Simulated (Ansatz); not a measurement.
`O=C=[N][Ga]([Cl])[Cl]` + HCl → gallium trichloride + `N=C=O` at 600 K and 1 bar (ligand exchange at a Ga–N bond).

Program: Ansatz. Geometries: PBE0-D4/def2-TZVP. ΔE: electronic, gas phase. CCSD(T)/CBS adds triple-zeta CCSD(T) − MP2 to the extrapolated MP2 energy (def2 sets, frozen cores). This one scheme is used for every species. For Ga outer-core shells are correlated without core-valence functions, which leaves a few kJ/mol of doubt a bond. Scalar relativity is left out up to krypton. One conformer a species, not always the lowest.

```tsv
species	CCSD(T)/CBS energy (Eh)	H − E (kJ/mol)	S (J/(mol·K))
`O=C=[N][Ga]([Cl])[Cl]`	-3011.56329	97.1	459.8
HCl	-460.38127	35.4	207.2
`[Cl][Ga]([Cl])[Cl]`	-3303.43734	51.4	380.5
`N=C=O`	-168.51995	83.3	274.5
```

H − E and S are ideal-gas, rigid-rotor, harmonic terms from PBE0-D4/def2-TZVP, for one conformer and one mirror image of each species. 1 Eh = 2625.50 kJ/mol, R = 8.31446 J/(mol·K).

Q: By hand: ΔE, ΔH, ΔS and ΔG.

A: ΔE = (-3303.43734) + (-168.51995) − (-3011.56329) − (-460.38127) = -0.01273 Eh = -33.4 kJ/mol. Δ(H − E) = 51.4 + 83.3 − 97.1 − 35.4 = 2.2, so ΔH = -31.2 kJ/mol. ΔS = 380.5 + 274.5 − 459.8 − 207.2 = -12.0 J/(mol·K). ΔG = -31.2 − 600 × (-12.0)/1000 = -24.0 kJ/mol.

Q: By hand: the equilibrium constant, and the temperature at which ΔG would vanish if ΔH and ΔS stayed fixed.

A: log₁₀ K = −ΔG/(RT ln 10) = 2.1. ΔG = 0 at ΔH/ΔS = 2600 K, far beyond where these terms or the molecules hold.

The number of gas molecules stays the same, so ΔS is small and ΔH decides. A doubt of 5 kJ/mol in ΔE shifts log₁₀ K by 0.4 here. Other conformers and mirror images would add mixing entropy, several J/(mol·K) or more a flexible species. Modes under 60 cm⁻¹, often nearly free rotors, make the harmonic entropy too high. These are equilibria of isolated gas molecules and say nothing of rates. Largest T1 diagnostic: 0.018 (customary marks: 0.02 for closed shells, 0.045 for open ones).
